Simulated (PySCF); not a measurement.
Hf(OH)3 (doublet). Method: UPBE0/[Hf def2-TZVP with ECP60, O def2-TZVP, H def2-TZVP], scalar-relativistic core potentials, density fitting, no spin–orbit coupling, PySCF.

Harmonic bands of its minimum:

```json
{"ω (cm⁻¹)": "70", "IR (km/mol, summed over degenerate members)": "22.8", "degeneracy": "1"}
{"ω (cm⁻¹)": "92", "IR (km/mol, summed over degenerate members)": "0.0", "degeneracy": "1"}
{"ω (cm⁻¹)": "150", "IR (km/mol, summed over degenerate members)": "17.1", "degeneracy": "2"}
{"ω (cm⁻¹)": "251", "IR (km/mol, summed over degenerate members)": "502", "degeneracy": "2"}
{"ω (cm⁻¹)": "336", "IR (km/mol, summed over degenerate members)": "0.0", "degeneracy": "2"}
{"ω (cm⁻¹)": "340", "IR (km/mol, summed over degenerate members)": "276", "degeneracy": "1"}
{"ω (cm⁻¹)": "674", "IR (km/mol, summed over degenerate members)": "324", "degeneracy": "2"}
{"ω (cm⁻¹)": "700", "IR (km/mol, summed over degenerate members)": "0.0", "degeneracy": "1"}
{"ω (cm⁻¹)": "4027", "IR (km/mol, summed over degenerate members)": "629", "degeneracy": "2"}
{"ω (cm⁻¹)": "4030", "IR (km/mol, summed over degenerate members)": "0.0", "degeneracy": "1"}
```

The central atom is Hf. Infer the point group and assign the bands.

C3h. The modes span 2a'' + 3a' + 4e' + e'': 70 a'', 92 a', 150 e', 251 e', 336 e'', 340 a'', 674 e', 700 a', 4027 e', 4030 a'. The computed geometry has Hf–O 1.925 Å (×3), O–H 0.951 Å (×3); H–O–Hf 170.1° (×3), O–Hf–O 120.0° (×3).

This need not be the most stable arrangement of these atoms. Open d and f shells are described by one determinant, and the ground state may have another occupation or spin. Spin–orbit coupling, left out here, can matter for elements this heavy.
